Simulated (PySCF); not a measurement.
# Ionising PbBr

PBEsol; basis Pb cc-pVDZ-PP with ECP60, Br cc-pVDZ-PP with ECP10; scalar-relativistic core potentials; PySCF 2.14. Neutral (UKS): doublet (π ↑), Re = 2.624 Å, ωe = 212 cm⁻¹, De = 3.71 eV, HOMO -3.86 eV, LUMO -3.84 eV.

PbBr⁺ (UKS): singlet (closed shell), Re = 2.514 Å, ωe = 255 cm⁻¹. The energies at the minima are -609.18300 hartree for PbBr and -608.93781 for PbBr⁺.

Question: Work out the adiabatic ionisation energy, without and with harmonic zero-point energies (1 hartree = 27.2114 eV, 1 eV = 8065.5 cm⁻¹), and the change of the bond length.

Answer: At PBEsol: 0.24519 hartree = 6.672 eV between the minima; the zero-point term (255.0 − 212.0)/2 cm⁻¹ = +0.003 eV makes it 6.675 eV. Re changes by -11.0 pm against the neutral. The electron leaves a π orbital; in so polar a molecule the change of length follows mostly from the change of the ionic charges.

Spin–orbit coupling is left out, which matters for elements this heavy, above all for dissociation energies. States were picked by a PBE0 search and need not be the measured ground states.
